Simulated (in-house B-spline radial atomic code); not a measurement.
A run on S³⁺ (an excited or competing configuration) that did not converge. Method: non-relativistic wB97X, spin-polarised, spherical fractional occupations, exact exchange averaged over the configuration, point nucleus; computed with an all-electron radial atomic-structure program (B-spline basis).

Command:
```bash
python run_scf.py task.json out
```
Settings:
```
Z                16
configuration    [Ne] 3s1 3p1 4s1
hamiltonian      nr
method           wb97x
spin_polarised   True
exact_exchange   averaged over the configuration
```

First and last ten iterations of the last attempt (damped for 15 steps, keeping 80 % of the old Fock matrix, then DIIS):
```
 iter        energy (Eh)    residual
    1        -392.936428    2.62e-01
    2        -394.263284    1.26e-01
    3        -394.334569    9.26e-02
    4        -394.373396    6.79e-02
    5        -394.394448    4.98e-02
    6        -394.405824    3.66e-02
    7        -394.411959    2.68e-02
    8        -394.415265    1.97e-02
    9        -394.417047    1.45e-02
   10        -394.418009    1.06e-02
  111        -394.419162    2.19e-06
  112        -394.419162    2.02e-06
  113        -394.419162    2.02e-06
  114        -394.419162    2.01e-06
  115        -394.419162    2.50e-06
  116        -394.419162    2.26e-06
  117        -394.419162    2.01e-06
  118        -394.419162    3.05e-06
  119        -394.419162    3.26e-06
  120        -394.419162    6.88e-05
 not converged after 120 iterations
```

The smallest residual met was 1.8e-06; the threshold is about 2e-07. Over the last five steps the energy moves by less than 1e-08 hartree, but the orbitals didn't meet the threshold. Run time, properties included: 5.8 s on 1 thread of Arm Neoverse N1, with other jobs on the host.
